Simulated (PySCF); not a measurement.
# Where the electron goes

Species: C5H11PSi.
Atom-mapped SMILES: `[CH2:1]=[CH:2][CH2:3][P:4]1[CH2:5][C@@H:6]1[SiH3:7]` (hydrogens: H8, H9 on C1; H10 on C2; H11, H12 on C3; H13, H14 on C5; H15 on C6; H16, H17, H18 on Si7)

Method: TDDFT PBE0/def2-SVPD, vertical, gas phase, core orbitals frozen in the response in PySCF. One conformer (not necessarily the lowest) at the GFN2-xTB geometry, without solvent, vibrations or thermal averaging.

Kohn–Sham orbitals with the atoms that hold most of them (Löwdin shares over 4%, at most four atoms; ? is withheld):

| orbital | ε (eV) | atoms |
| --- | --- | --- |
| LUMO+2 | 0.53 | P4 21%, Si7 15%, C5 13%, H14 7% |
| LUMO+1 | 0.40 | P4 25%, Si7 15%, C6 10%, C2 8% |
| LUMO | ? | C2 26%, C1 25%, P4 12%, C3 7% |
| HOMO | -6.98 | ? |
| HOMO-1 | -7.43 | ? |
| HOMO-2 | -7.80 | C1 19%, C2 18%, P4 17%, C6 15% |
| HOMO-3 | -9.19 | Si7 14%, C5 13%, C3 12%, C6 11% |

(1) Give the leading atoms of the HOMO.

(2) Give the leading atoms of the HOMO-1.

(3) What is the LUMO energy, and the HOMO–LUMO gap?

Results:

(1) P4 (bonded to 3 C) 43%; C1 (bonded to C and 2 H) 12%; C3 (bonded to C, P and 2 H) 11%; C6 (bonded to C, P, Si and H) 9%. By element: phosphorus 43%, carbon 32% or more.

(2) P4 (bonded to 3 C) 30%; C5 (bonded to C, P and 2 H) 21%; C6 (bonded to C, P, Si and H) 16%; C2 (bonded to 2 C and H) 6%. By element: carbon 44% or more, phosphorus 30%.

(3) ε(LUMO) = -0.03 eV; the gap is 6.95 eV (0.2554 hartree).

**Question.** The HOMO–LUMO gap is 6.95 eV. Where does the response calculation put the lowest singlet, and from which orbitals?

**Answer.** S1 is at 5.87 eV (f = 0.036), 1.08 eV below the gap, made of HOMO→LUMO (87%). Without the coupling terms of the response equations the lowest excitation would equal the gap.

Next come S2 at 6.30 eV (f 0.029), HOMO→LUMO+1 (53%), HOMO-1→LUMO (23%), HOMO→LUMO+2 (18%); S3 at 6.33 eV (f 0.035), HOMO-1→LUMO (37%), HOMO→LUMO+1 (30%), HOMO→LUMO+2 (15%); S4 at 6.55 eV (f 0.067), HOMO→LUMO+2 (51%), HOMO-1→LUMO (22%), HOMO-1→LUMO+2 (12%); S5 at 6.67 eV (f 0.0088), HOMO-1→LUMO+1 (43%), HOMO-1→LUMO+2 (40%).

The run took 56 s (grids of density and orbitals included) on one thread, Arm Neoverse V2 (aarch64), no GPU, shared host with 96 logical CPUs at a one-minute load of 35, and the process peaked at 1.0 GiB of memory.
